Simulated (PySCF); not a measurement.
Bond length, frequency and bond energy of BeF⁺ by level of theory

State: ¹Σ⁺ (singlet), closed shell. Set-up: Be cc-pVTZ, F cc-pVTZ; no relativity (PySCF 2.14). De refers to Be⁺ + F in their high-spin ground configurations, without counterpoise correction. A positive dipole points towards F; it is taken about the centre of mass and depends on that origin.

```json
{"Level": "RHF", "Re (Å)": "1.303", "ωe (cm⁻¹)": "1525", "De (eV)": "4.08", "μ (D)": "-7.93", "CPU s a point (SCF and correlation, without the integrals)": "0.12"}
{"Level": "RHF-MP2", "Re (Å)": "1.324", "ωe (cm⁻¹)": "1445", "De (eV)": "6.29", "μ (D)": "n/a", "CPU s a point (SCF and correlation, without the integrals)": "0.18"}
{"Level": "RHF-SCS-MP2", "Re (Å)": "1.323", "ωe (cm⁻¹)": "1450", "De (eV)": "6.13", "μ (D)": "n/a", "CPU s a point (SCF and correlation, without the integrals)": "n/a"}
{"Level": "RHF-CCSD", "Re (Å)": "1.318", "ωe (cm⁻¹)": "1468", "De (eV)": "5.93", "μ (D)": "n/a", "CPU s a point (SCF and correlation, without the integrals)": "n/a"}
{"Level": "RHF-CCSD(T)", "Re (Å)": "1.321", "ωe (cm⁻¹)": "1453", "De (eV)": "6.06", "μ (D)": "n/a", "CPU s a point (SCF and correlation, without the integrals)": "1.9"}
{"Level": "PBE", "Re (Å)": "1.327", "ωe (cm⁻¹)": "1414", "De (eV)": "6.30", "μ (D)": "-7.39", "CPU s a point (SCF and correlation, without the integrals)": "0.46"}
{"Level": "revPBE", "Re (Å)": "1.332", "ωe (cm⁻¹)": "1401", "De (eV)": "6.06", "μ (D)": "-7.43", "CPU s a point (SCF and correlation, without the integrals)": "0.37"}
{"Level": "BLYP", "Re (Å)": "1.329", "ωe (cm⁻¹)": "1407", "De (eV)": "6.25", "μ (D)": "-7.39", "CPU s a point (SCF and correlation, without the integrals)": "0.38"}
{"Level": "r²SCAN", "Re (Å)": "1.322", "ωe (cm⁻¹)": "1443", "De (eV)": "6.05", "μ (D)": "-7.60", "CPU s a point (SCF and correlation, without the integrals)": "0.67"}
{"Level": "PBE0", "Re (Å)": "1.315", "ωe (cm⁻¹)": "1464", "De (eV)": "5.97", "μ (D)": "-7.55", "CPU s a point (SCF and correlation, without the integrals)": "1"}
{"Level": "M06-2X", "Re (Å)": "1.315", "ωe (cm⁻¹)": "1479", "De (eV)": "6.11", "μ (D)": "-7.68", "CPU s a point (SCF and correlation, without the integrals)": "0.81"}
```

Q: Which functional lies closest to RHF-CCSD(T) in De, which farthest, and by how much do they differ from it?

A: Closest is revPBE (+1.1 pm in Re, -3.6 % in ωe, +0.00 eV in De against RHF-CCSD(T) in the same basis), farthest PBE (+0.6 pm in Re, -2.7 % in ωe, +0.24 eV in De). CCSD(T) converges more slowly with the basis than the functionals do and binds too weakly in this one, so the order can change at the basis-set limit.

Q: What does the step from GGA to meta-GGA do here, going from PBE to r²SCAN?

A: r²SCAN less PBE: -0.5 pm in Re, +2.1 % in ωe, -0.25 eV in De. 

Q: What does second-order correlation do here, going from RHF to RHF-MP2?

A: RHF-MP2 less RHF: +2.1 pm in Re, -5.2 % in ωe, +2.21 eV in De. Correlation nearly always deepens the well. The bond lengthens, as in strong covalent bonds, where excitations into antibonding orbitals dominate.

Correlated steps freeze 1 core orbital. For an ion De counts to the pair picked by the measured ionisation energies or electron affinities, which need not be the lowest pair at this level. Where the molecule has an RHF reference, its open-shell atoms are computed with UHF.

The whole job (state search and all levels along the bond) took about 1.4 min on 1 thread of Oxide Virtual Turin-like (shared host), peak memory 0.71 GiB.
